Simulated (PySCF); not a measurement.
Compound: 2-bromoethanol, C2H5BrO.
InChI=1S/C2H5BrO/c3-1-2-4/h4H,1-2H2

Method: EOM-IP-CCSD/aug-cc-pVDZ in PySCF, restricted Hartree–Fock reference, frozen core, non-relativistic, gas phase, PBE0-D3(BJ)/def2-SVP geometry.

The vertical ionisation energies are 10.48, 10.62, 11.03, 12.33, 13.31, 14.55, 15.67, 16.27 eV.

Task: Which Hartree–Fock orbital leads each hole, and what is its Koopmans value −ε?

Result: 
```
leading hole (HF orbital)  Koopmans (eV)  EOM-IP-CCSD (eV)  change (eV)  one-hole share
                     HOMO          11.16             10.48        -0.68            0.96
                   HOMO-1          11.28             10.62        -0.66            0.96
                   HOMO-2          12.62             11.03        -1.59            0.95
                   HOMO-3          13.16             12.33        -0.83            0.96
                   HOMO-4          14.52             13.31        -1.21            0.95
                   HOMO-5          16.02             14.55        -1.47            0.95
                   HOMO-6          16.96             15.67        -1.29            0.95
                   HOMO-7          17.98             16.27        -1.71            0.94
```

Task: Does the order of the lines follow the orbital energies?

Result: Yes, no two lines change places. The corrections run from -1.71 to -0.66 eV, with a mean of -1.18 eV over the 8 lines; no line lies above its Koopmans value. Koopmans values leave out both the relaxation of the orbitals and the change in correlation energy.

Task: At what kinetic energies would He II light (40.81 eV) eject these electrons?

Result: 30.33 eV (HOMO), 30.19 eV (HOMO-1), 29.78 eV (HOMO-2), 28.48 eV (HOMO-3), 27.50 eV (HOMO-4), 26.26 eV (HOMO-5), 25.14 eV (HOMO-6), 24.54 eV (HOMO-7).

Lines less than 0.15 eV apart could change places at a higher level. One root was sought for each valence orbital with −ε under 21 eV, eight at most, so deeper holes and satellites are missing; no vibrational structure.

Shape of the structure used: `[OH:1][CH2:2][CH2:3][Br:4]`: O1–C2–C3–Br4 -62°, H–O1–C2–C3 58°.

One conformer stands for the species.
